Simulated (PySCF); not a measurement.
Excitations are Tamm–Dancoff values on a coarser integration grid. The basis has no diffuse functions, so Rydberg states are missing or too high.

Cartesian coordinates (Å):
SMILES: O[Si](O)(O)O
```xyz
9

O     -0.6436     0.6461     1.3318
Si    -0.0124    -0.0117    -0.0163
O      1.4869    -0.5119     0.3715
O     -0.7980    -1.3129    -0.5978
O     -0.0953     1.1324    -1.1706
H     -0.4161     0.2437     2.1721
H      1.8941    -1.1746    -0.1895
H     -1.5741    -1.1586    -1.1397
H      0.0463     2.0431    -0.9055
```
Charge 0, multiplicity 1.

**Question.** What total energy, S1 excitation (TDA), dipole moment, LUMO and HOMO–LUMO gap does M06-2X/def2-TZVP run with PySCF 2.14.0 give?

**Answer.** 
The total energy comes out as -593.0449 Ha. The S1 excitation (TDA) is 8.61 eV and the dipole moment comes out as 0.00 D. The LUMO comes out as 1.10 eV and the HOMO–LUMO gap comes out as 12.02 eV.
